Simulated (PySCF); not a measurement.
Isomers of C6H10OSi2. Computed with PySCF, PBE0-D3(BJ)/def2-SVP geometry optimisation, gas phase. One conformer each; no zero-point energy, no entropy. No frequencies were run at this level. Point groups hold within 0.08 Å.

**Question.** Order them by energy at this level, lowest first, and give relative energies in kcal/mol.
A. `[SiH3:1]/[CH:2]=[CH:3]/[SiH2:4][c:5]1[cH:6][cH:7][cH:8][o:9]1` with C2–C3–Si4–C5 115°, C3–Si4–C5–C6 -14°
B. `[CH:1]#[C:2][C@@H:3]1[CH:4]=[CH:5][CH2:6][Si@@H:7]1[O:8][SiH3:9]` with C6–Si7–O8–Si9 -108°, C2–C3–C4–C5 -135°, C4–C5–C6–Si7 12°, C5–C6–Si7–O8 99°, C2–C3–Si7–C6 140°
C. `[CH2:1]=[CH:2][C:3]1=[CH:4][SiH2:5][CH:6]=[CH:7][Si@@H:8]1[OH:9]` with C1–C2–C3–C4 172°, C7–Si8–O9–H -71°
D. `[CH3:1][C:2]#[C:3][SiH2:4][C:5]#[C:6][SiH2:7][O:8][CH3:9]` with C6–Si7–O8–C9 54°
E. `[CH:1]#[C:2][C@@H:3]1[CH:4]=[CH:5][CH2:6][Si@H:7]1[O:8][SiH3:9]` with C6–Si7–O8–Si9 51°, C2–C3–C4–C5 -101°, C4–C5–C6–Si7 -18°, C5–C6–Si7–O8 -90°, C2–C3–Si7–C6 97°
F. `[cH:1]1[cH:2][o:3][c:4]([SiH:5]2[CH2:6][SiH2:7][CH2:8]2)[cH:9]1` with O3–C4–Si5–C6 -53°
G. `[SiH3:1]/[CH:2]=[CH:3]\[SiH2:4][c:5]1[cH:6][cH:7][cH:8][o:9]1` with C2–C3–Si4–C5 31°, C3–Si4–C5–C6 -118°

**Answer.** F (0.0), C (0.4), B (2.5), E (3.9), A (29.3), G (30.0), D (52.5).

As drawn, the lowest has an aromatic ring and a four-membered ring, which the highest lacks; the highest has a C≡C bond and an Si–O bond, which the lowest lacks. Neighbours under 2.5 kcal/mol apart (c1coc([SiH]2C[SiH2]C2)c1 and C=CC1=C[SiH2]C=C[Si@@H]1O; C=CC1=C[SiH2]C=C[Si@@H]1O and C#C[C@@H]1C=CC[Si@@H]1O[SiH3]; C#C[C@@H]1C=CC[Si@@H]1O[SiH3] and C#C[C@@H]1C=CC[Si@H]1O[SiH3]; [SiH3]/C=C/[SiH2]c1ccco1 and [SiH3]/C=C\[SiH2]c1ccco1) can change places with a better method, another conformer or zero-point energy. C#C[C@@H]1C=CC[Si@@H]1O[SiH3] and C#C[C@@H]1C=CC[Si@H]1O[SiH3] are stereoisomers, 1.4 kcal/mol apart in the conformers taken. [SiH3]/C=C/[SiH2]c1ccco1 and [SiH3]/C=C\[SiH2]c1ccco1 are stereoisomers, 0.7 kcal/mol apart in the conformers taken.

```csv
SMILES,E (Eh),E rel (kcal/mol),dipole (D),point group,"A, B, C (MHz)"
c1coc([SiH]2C[SiH2]C2)c1,-887.86338,0.0,1.01,near Cs,"3003, 666.5, 628.6"
C=CC1=C[SiH2]C=C[Si@@H]1O,-887.86276,0.4,1.28,C1,"1777, 957.8, 655.8"
C#C[C@@H]1C=CC[Si@@H]1O[SiH3],-887.85936,2.5,1.05,C1,"1541, 1042, 750.9"
C#C[C@@H]1C=CC[Si@H]1O[SiH3],-887.85723,3.9,1.12,C1,"2063, 770.9, 714.3"
[SiH3]/C=C/[SiH2]c1ccco1,-887.81665,29.3,0.92,C1,"3030, 452.5, 402.6"
[SiH3]/C=C\[SiH2]c1ccco1,-887.81560,30.0,0.55,C1,"1625, 946.6, 720.2"
CC#C[SiH2]C#C[SiH2]OC,-887.77977,52.5,2.99,C1,"1621, 428.8, 348.2"
```

**Question.** How do the relative energies change in single points at PBE0/pcSseg-1 (no added dispersion term) on the same geometries?

**Answer.** 
```
                       SMILES  PBE0-D3(BJ)/def2-SVP (kcal/mol)  PBE0/pcSseg-1 (kcal/mol)  shift
     c1coc([SiH]2C[SiH2]C2)c1                              0.0                       1.4   +1.4
    C=CC1=C[SiH2]C=C[Si@@H]1O                              0.4                       0.0   -0.4
C#C[C@@H]1C=CC[Si@@H]1O[SiH3]                              2.5                       2.1   -0.4
 C#C[C@@H]1C=CC[Si@H]1O[SiH3]                              3.9                       3.2   -0.7
     [SiH3]/C=C/[SiH2]c1ccco1                             29.3                      29.5   +0.2
     [SiH3]/C=C\[SiH2]c1ccco1                             30.0                      31.9   +1.9
        CC#C[SiH2]C#C[SiH2]OC                             52.5                      45.9   -6.6
```

Each column counts from its own lowest isomer. C=CC1=C[SiH2]C=C[Si@@H]1O becomes the lowest; the largest shift is 6.6 kcal/mol.

**Question.** As an exercise, what shares would exp(−E/RT) give at 2000 K from these electronic energies alone (no entropy, no degeneracies)?

**Answer.** RT = 3.974 kcal/mol: c1coc([SiH]2C[SiH2]C2)c1 35.5 %, C=CC1=C[SiH2]C=C[Si@@H]1O 32.2 %, C#C[C@@H]1C=CC[Si@@H]1O[SiH3] 18.8 %, C#C[C@@H]1C=CC[Si@H]1O[SiH3] 13.4 %, [SiH3]/C=C/[SiH2]c1ccco1 under 0.1 %, [SiH3]/C=C\[SiH2]c1ccco1 under 0.1 %, CC#C[SiH2]C#C[SiH2]OC under 0.1 %.
